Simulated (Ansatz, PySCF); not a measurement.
The Ansatz (a quantum-chemistry and plane-wave program) input:
Ansatz 0.2 input:
```yaml
crystal:
  periodic: [false, false, false]
  atoms:
    - {symbol: Zn, position_ang: [0.11178456, 0.21961568, 0.22606771]}
    - {symbol: F, position_ang: [-0.39394830, 0.70092960, -1.31061117]}
    - {symbol: F, position_ang: [0.02133311, -1.43298187, 0.55705213]}
basis:
  gaussian:
    orbitals: def2-TZVP
hamiltonian:
  xc: cam_b3lyp
accuracy: high
```

Q: Give the equivalent PySCF input.

A: One answer among several that fit: 
```python
from pyscf import gto, scf, dft

mol = gto.M(
    atom='''
Zn    0.111785    0.219616    0.226068
F    -0.393948    0.700930   -1.310611
F     0.021333   -1.432982    0.557052
''',
    basis='def2-tzvp',
    charge=0,
    spin=0,
    verbose=4,
)

mf = dft.RKS(mol)
mf.xc = 'camb3lyp'
mf.grids.atom_grid = (99, 590)
mf.grids.prune = None
mf.kernel()
```

Both were run: Ansatz gave -1979.258883 Eh and PySCF -1979.258885 Eh, 0.002 mEh apart.
